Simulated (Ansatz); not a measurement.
## Nudged elastic band run: ClF4H2Ta

Input file:

```yaml
crystal:
  periodic: [false, false, false]
  atoms:
    - { symbol: Ta, position_ang: [-0.041439, 0.431062, 0.009333] }
    - { symbol: Cl, position_ang: [2.228704, 0.679821, 0.182708] }
    - { symbol: F, position_ang: [-0.416198, 0.85313, 1.821077] }
    - { symbol: F, position_ang: [-0.037578, -0.027605, -1.831891] }
    - { symbol: F, position_ang: [-0.9991, 1.968542, -0.459977] }
    - { symbol: F, position_ang: [-0.761555, -1.26688, 0.344207] }
    - { symbol: H, position_ang: [1.25191, -2.917143, 0.913491] }
    - { symbol: H, position_ang: [2.011556, -2.813427, 0.966852] }
basis:
  gaussian: { orbitals: def2-SVP }
hamiltonian:
  xc: pbe
neb:
  order_check: false
  images: 9
  f_tol: 0.03
  max_iterations: 60
  final_atoms:
    - { symbol: Ta, position_ang: [-0.40338338, -0.25930615, 0.1335551] }
    - { symbol: Cl, position_ang: [2.70515116, 0.06711005, 0.36319922] }
    - { symbol: F, position_ang: [-0.40893631, 0.00415274, 2.00958064] }
    - { symbol: F, position_ang: [-0.04518742, -0.86261507, -1.62626182] }
    - { symbol: F, position_ang: [0.16288353, 1.50355921, -0.22943719] }
    - { symbol: F, position_ang: [-2.22245702, -0.66640259, 0.04842472] }
    - { symbol: H, position_ang: [0.52879449, -1.70147561, 0.57201843] }
    - { symbol: H, position_ang: [2.91943493, -1.17752258, 0.67472091] }
  initial_path:
    images:
      - { positions_ang: [[-0.041439, 0.431062, 0.009333], [2.228704, 0.679821, 0.182708], [-0.416198, 0.85313, 1.821077], [-0.037578, -0.027605, -1.831891], [-0.9991, 1.968542, -0.459977], [-0.761555, -1.26688, 0.344207], [1.25191, -2.917143, 0.913491], [2.011556, -2.813427, 0.966852]] }
      - { positions_ang: [[-0.03191018, 0.344363, 0.00472449], [2.3480667, 0.54242295, 0.15584233], [-0.34020724, 0.68690677, 1.83999534], [-0.02033153, -0.02745998, -1.85413036], [-0.99033745, 1.90892386, -0.37919375], [-0.8016104, -1.34791916, 0.27259519], [1.12984771, -2.66904725, 0.94741801], [1.9427824, -2.53069019, 0.95854875]] }
      - { positions_ang: [[-0.02238137, 0.257664, 0.00011598], [2.4674294, 0.40502489, 0.12897667], [-0.26421649, 0.52068355, 1.85891367], [-0.00308505, -0.02731495, -1.87636972], [-0.9815749, 1.84930572, -0.2984105], [-0.84166581, -1.42895832, 0.20098338], [1.00778542, -2.4209515, 0.98134501], [1.87400879, -2.24795339, 0.95024551]] }
      - { positions_ang: [[-0.01285255, 0.170965, -0.00449253], [2.5867921, 0.26762684, 0.102111], [-0.18822573, 0.35446032, 1.87783201], [0.01416142, -0.02716993, -1.89860908], [-0.97281234, 1.78968757, -0.21762725], [-0.88172121, -1.50999749, 0.12937156], [0.88572314, -2.17285574, 1.01527202], [1.80523519, -1.96521658, 0.94194226]] }
      - { positions_ang: [[-0.00332374, 0.084266, -0.00910105], [2.70615479, 0.13022879, 0.07524533], [-0.11223497, 0.1882371, 1.89675035], [0.03140789, -0.0270249, -1.92084844], [-0.96404979, 1.73006943, -0.13684399], [-0.92177662, -1.59103665, 0.05775975], [0.76366085, -1.92475999, 1.04919903], [1.73646158, -1.68247977, 0.93363902]] }
      - { positions_ang: [[0.00620508, -0.002433, -0.01370956], [2.82551749, -0.00716927, 0.04837967], [-0.03624421, 0.02201387, 1.91566869], [0.04865437, -0.02687988, -1.9430878], [-0.95528724, 1.67045129, -0.05606074], [-0.96183202, -1.67207581, -0.01385206], [0.64159856, -1.67666424, 1.08312603], [1.66768798, -1.39974297, 0.92533577]] }
      - { positions_ang: [[-0.07571261, -0.05380763, 0.01574338], [2.80144423, 0.0076866, 0.11134358], [-0.11078263, 0.01844164, 1.93445108], [0.02988601, -0.19402691, -1.8797226], [-0.73165309, 1.63707288, -0.09073603], [-1.21395702, -1.47094117, -0.0013967], [0.61903775, -1.68162651, 0.98090451], [1.91803737, -1.35529889, 0.8752128]] }
      - { positions_ang: [[-0.15763031, -0.10518226, 0.04519631], [2.77737096, 0.02254246, 0.17430749], [-0.18532105, 0.01486942, 1.95323347], [0.01111765, -0.36117395, -1.81635741], [-0.50801893, 1.60369446, -0.12541132], [-1.46608202, -1.26980652, 0.01105865], [0.59647693, -1.68658879, 0.87868299], [2.16838676, -1.31085481, 0.82508983]] }
      - { positions_ang: [[-0.239548, -0.15655689, 0.07464924], [2.75329769, 0.03739832, 0.2372714], [-0.25985947, 0.01129719, 1.97201586], [-0.0076507, -0.52832099, -1.75299221], [-0.28438478, 1.57031604, -0.16008661], [-1.71820702, -1.06867188, 0.02351401], [0.57391612, -1.69155106, 0.77646147], [2.41873615, -1.26641073, 0.77496685]] }
      - { positions_ang: [[-0.32146569, -0.20793152, 0.10410217], [2.72922443, 0.05225419, 0.30023531], [-0.33439789, 0.00772496, 1.99079825], [-0.02641906, -0.69546803, -1.68962702], [-0.06075062, 1.53693763, -0.1947619], [-1.97033202, -0.86753723, 0.03596936], [0.55135531, -1.69651334, 0.67423995], [2.66908554, -1.22196666, 0.72484388]] }
      - { positions_ang: [[-0.40338338, -0.25930615, 0.1335551], [2.70515116, 0.06711005, 0.36319922], [-0.40893631, 0.00415274, 2.00958064], [-0.04518742, -0.86261507, -1.62626182], [0.16288353, 1.50355921, -0.22943719], [-2.22245702, -0.66640259, 0.04842472], [0.52879449, -1.70147561, 0.57201843], [2.91943493, -1.17752258, 0.67472091]] }
```

Command:

```bash
$ ansatz run input.yaml --threads 4 --pin off --max-ram 5120MiB --backend cpu --events-out ev --progress --plain --runs-dir out
```

Output, in part (warnings, iteration lines, the closing report on the highest movable image, with atoms numbered from 0):

```
NEB end point (image 0): max|allowed force component| = 2.577e-2 eV/Å (the criterion of neb.relax_end_points is 1.000e-2)
NEB end point (image 10): max|allowed force component| = 1.398e-2 eV/Å (the criterion of neb.relax_end_points is 1.000e-2)
NEB iter   1: max|band force component| = 6.707e0 eV/Å  barrier→ = 3.2799 eV  barrier← = 2.0598 eV  Δτ_max = 0.2000 Å  (332 SCF iters)
NEB iter   2: max|band force component| = 5.629e0 eV/Å  barrier→ = 1.9313 eV  barrier← = 0.7112 eV  Δτ_max = 0.2000 Å  (353 SCF iters)
NEB iter   3: max|band force component| = 2.062e0 eV/Å  barrier→ = 1.4796 eV  barrier← = 0.2596 eV  Δτ_max = 0.2000 Å  (325 SCF iters)
NEB iter   4: max|band force component| = 1.503e0 eV/Å  barrier→ = 1.3663 eV  barrier← = 0.1462 eV  Δτ_max = 0.2000 Å  (316 SCF iters)
NEB iter   5: max|band force component| = 9.239e-1 eV/Å  barrier→ = 1.3260 eV  barrier← = 0.1060 eV  Δτ_max = 0.2000 Å  (301 SCF iters)
NEB iter   6: max|band force component| = 1.314e0 eV/Å  barrier→ = 1.3597 eV  barrier← = 0.1397 eV  Δτ_max = 0.1008 Å  (310 SCF iters)
NEB iter   7: max|band force component| = 7.446e-1 eV/Å  barrier→ = 1.3000 eV  barrier← = 0.0799 eV  Δτ_max = 0.1012 Å  (305 SCF iters)
NEB iter   8: max|band force component| = 3.993e-1 eV/Å  barrier→ = 1.2708 eV  barrier← = 0.0507 eV  CI = image 8  Δτ_max = 0.1012 Å  (300 SCF iters)
NEB iter   9: max|band force component| = 3.519e-1 eV/Å  barrier→ = 1.2712 eV  barrier← = 0.0511 eV  CI = image 8  Δτ_max = 0.1224 Å  (294 SCF iters)
NEB iter  10: max|band force component| = 3.992e-1 eV/Å  barrier→ = 1.2764 eV  barrier← = 0.0563 eV  CI = image 8  Δτ_max = 0.0628 Å  (293 SCF iters)
NEB iter  11: max|band force component| = 1.248e-1 eV/Å  barrier→ = 1.2727 eV  barrier← = 0.0526 eV  CI = image 8  Δτ_max = 0.0417 Å  (273 SCF iters)
NEB iter  12: max|band force component| = 5.551e-2 eV/Å  barrier→ = 1.2721 eV  barrier← = 0.0520 eV  CI = image 8  Δτ_max = 0.0360 Å  (275 SCF iters)
NEB iter  13: max|band force component| = 3.728e-2 eV/Å  barrier→ = 1.2719 eV  barrier← = 0.0518 eV  CI = image 8  Δτ_max = 0.0157 Å  (279 SCF iters)
NEB iter  14: max|band force component| = 2.152e-2 eV/Å  barrier→ = 1.2719 eV  barrier← = 0.0518 eV  CI = image 8  Δτ_max = 0.0000 Å  (551 SCF iters)
Total energy: -24954.83335108 eV, -917.0732106588 hartree
Atom 0 at    -0.247789    -0.288713     0.149127 Å, force    -0.000170     0.011926     0.002315 eV/Å
Atom 1 at     2.664545     0.208856     0.381617 Å, force    -0.000700    -0.002397     0.001338 eV/Å
Atom 2 at    -0.261457    -0.147936     2.034510 Å, force    -0.002943     0.002043     0.003149 eV/Å
Atom 3 at     0.151958    -0.867930    -1.605631 Å, force    -0.001015    -0.001342    -0.003542 eV/Å
Atom 4 at    -0.010092     1.544972    -0.186026 Å, force    -0.000995    -0.010123     0.000999 eV/Å
Atom 5 at    -2.025297    -0.842345     0.057305 Å, force     0.004125    -0.000739    -0.000370 eV/Å
Atom 6 at     0.841123    -1.684563     0.550262 Å, force     0.001721    -0.000367    -0.002024 eV/Å
Atom 7 at     2.123309    -1.014841     0.564636 Å, force    -0.000023     0.000999    -0.001865 eV/Å
Dipole moment:     0.072033    -0.129723     0.033582 e Å
```

It converged. A vibrational analysis at the climbing image gives one clearly imaginary mode, 108i cm⁻¹: a first-order saddle point. The orbitals stay closed-shell, which can raise the energy where a bond breaks towards radicals; this wasn't checked here.

Final band (atoms are numbered from 1 in the order of the input):

| image | path coordinate (Å) | energy (eV) | Ta1–Cl2 (Å) | H7–H8 (Å) | Ta1–H7 (Å) |
| --- | --- | --- | --- | --- | --- |
| 0 | 0.00 | 0.00 | 2.29 | 0.77 | 3.70 |
| 1 | 0.54 | 0.01 | 2.30 | 0.77 | 3.43 |
| 2 | 1.08 | 0.04 | 2.31 | 0.77 | 3.12 |
| 3 | 1.62 | 0.06 | 2.33 | 0.77 | 2.82 |
| 4 | 2.16 | 0.05 | 2.34 | 0.77 | 2.56 |
| 5 | 2.70 | 0.13 | 2.36 | 0.78 | 2.47 |
| 6 | 3.24 | 0.47 | 2.43 | 0.80 | 2.19 |
| 7 | 3.78 | 1.11 | 2.64 | 0.97 | 1.94 |
| 8 | 4.32 | 1.27 | 2.96 | 1.45 | 1.82 |
| 9 | 4.80 | 1.25 | 3.07 | 1.92 | 1.78 |
| 10 | 5.28 | 1.22 | 3.13 | 2.45 | 1.77 |

The run took 2.6 min on 4 threads of Arm Neoverse V2 (shared host), peak memory 0.17 GiB.
